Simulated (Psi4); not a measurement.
Two rigid molecules brought together: H2O ··· F4Si (SMILES O and F[Si](F)(F)F). Monomers: optimised at B3LYP-D3(BJ) (def2-TZVP), held rigid. Orientation: lowest of the rigid-body minima from ten starts at GFN2-xTB. Only R, the distance of the centres of mass, is varied, so the lowest point isn't the relaxed dimer.

PBE/def2-TZVP, counterpoise-corrected (Psi4); PBE-D3(BJ)/def2-TZVP, counterpoise-corrected (Psi4); SAPT0/jun-cc-pVDZ, frozen core (Psi4).

Interaction energies in kcal/mol; the last columns give the difference from SAPT0:

| R / Å | PBE/def2-TZVP | PBE-D3(BJ)/def2-TZVP | SAPT0/jun-cc-pVDZ | PBE/def2-TZVP − SAPT0/jun-cc-pVDZ | PBE-D3(BJ)/def2-TZVP − SAPT0/jun-cc-pVDZ |
|---|---|---|---|---|---|
| 2.16 | 25.60 | 24.21 | 20.46 | 5.13 | 3.75 |
| 2.41 | 8.74 | 7.45 | 5.07 | 3.66 | 2.38 |
| 2.56 | 3.55 | 2.32 | 0.69 | 2.85 | 1.63 |
| 2.78 | -0.39 | -1.50 | -2.31 | 1.93 | 0.82 |
| 2.94 | -1.64 | -2.65 | -3.09 | 1.45 | 0.43 |
| 3.17 | -2.21 | -3.09 | -3.22 | 1.00 | 0.13 |
| 3.50 | -1.99 | -2.66 | -2.63 | 0.64 | -0.03 |
| 3.76 | -1.59 | -2.11 | -2.06 | 0.47 | -0.05 |
| 4.26 | -0.93 | -1.23 | -1.20 | 0.27 | -0.03 |
| 4.98 | -0.40 | -0.53 | -0.55 | 0.16 | 0.02 |
| 5.95 | -0.13 | -0.18 | -0.22 | 0.09 | 0.04 |
| 7.32 | -0.04 | -0.06 | -0.08 | 0.03 | 0.02 |

PBE/def2-TZVP is furthest from SAPT0/jun-cc-pVDZ at 2.16 (5.13 kcal/mol, above); its mean absolute difference over the points is 1.47 kcal/mol.

PBE-D3(BJ)/def2-TZVP is furthest from SAPT0/jun-cc-pVDZ at 2.16 (3.75 kcal/mol, above); its mean absolute difference over the points is 0.78 kcal/mol.
